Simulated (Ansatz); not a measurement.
Species: heptafluoropropyl methyl ether, C4H3F7O, charge 0, multiplicity 1. SMILES: FC(F)(C(F)(F)F)C(F)(F)OC
Coordinates optimised at B3LYP-D3(BJ)/def2-TZVP (Ansatz, a quantum-chemistry and plane-wave program):
```xyz
15

C      3.3144    -0.2729    -0.4886
O      2.0757    -0.4482     0.2282
C      0.9745     0.0314    -0.3587
F      0.7465    -0.5363    -1.5772
F      1.0499     1.3737    -0.5858
C     -0.2356    -0.2612     0.5753
F     -0.3187    -1.5937     0.7626
F     -0.0123     0.3350     1.7637
C     -1.6255     0.2240     0.0659
F     -1.6421     1.5476    -0.0994
F     -2.5495    -0.1013     0.9755
F     -1.9452    -0.3604    -1.0898
H      3.2733    -0.7868    -1.4479
H      4.0734    -0.7218     0.1438
H      3.5232     0.7863    -0.6314
```
Charge 0, spin multiplicity 1.

Computed values are from Ansatz. Valence correlation only, unless marked. Open shells are spin-unrestricted. Spin-orbit coupling is left out. No relativistic terms. CBS(X,Y): correlation extrapolated as X^-3; Hartree-Fock from the larger set. The bracket is a focal-point correction in the basis named.

Question: What is the total energy at RI-MP2/CBS(cc-pVTZ,cc-pVQZ)+[CCSD(T)-MP2]/cc-pVTZ?

Answer: -927.6927 Eh.

Question: What is the dipole moment at wB97M-V/def2-TZVPD?

Answer: 2.88 D.

Question: What is the T1 diagnostic at CCSD/cc-pVTZ?

Answer: 0.012.

Question: What is the atomisation energy De at RI-MP2/CBS(cc-pVTZ,cc-pVQZ)+[CCSD(T)-MP2]/cc-pVTZ?

Answer: 1482.1 kcal/mol.
